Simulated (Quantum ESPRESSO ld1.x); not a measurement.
Values are calculated unless marked as measured or tabulated.
Pb31+, configuration [Kr] 4d10 4f5 (the NIST ground configuration). Level of theory: Dirac Kohn-Sham, PBE, spin-unpolarised, spherical densities, point nucleus; open shells fill j = l - 1/2 first (ld1.x of Quantum ESPRESSO 7.5). Some entries of the table are withheld. Estimate them.

orbital  occ.  eigenvalue (eV)  r(max) (bohr)  <1/r> (bohr^-1)
1s1/2       2       -89079.109       0.009835            101.5
2s1/2       2       -16819.413            (1)            25.08
2p1/2       2       -16193.046        0.04198            25.01
2p3/2       4       -14003.272        0.04970            19.96
3s1/2       2        -4864.697         0.1613            9.222
3p1/2       2        -4584.011         0.1502            9.126
3p3/2       4        -4092.136         0.1657            7.812
3d3/2       4        -3633.519         0.1287            7.702
3d5/2       6        -3528.886         0.1329            7.410
4s1/2       2        -1865.762         0.3553            4.100
4p1/2       2        -1743.344         0.3518            4.006
4p3/2       4        -1607.775         0.3800            3.565
4d3/2       4              (2)         0.3669            3.415
4d5/2       6              (3)         0.3749            3.319
4f5/2       5        -1132.734         0.3168            3.099
4f7/2       0        -1125.499         0.3201            3.064

Answer. 
(1) 2s1/2 r(max) (bohr): 0.05736
(2) 4d3/2 eigenvalue (eV): -1409.412
(3) 4d5/2 eigenvalue (eV): -1382.280
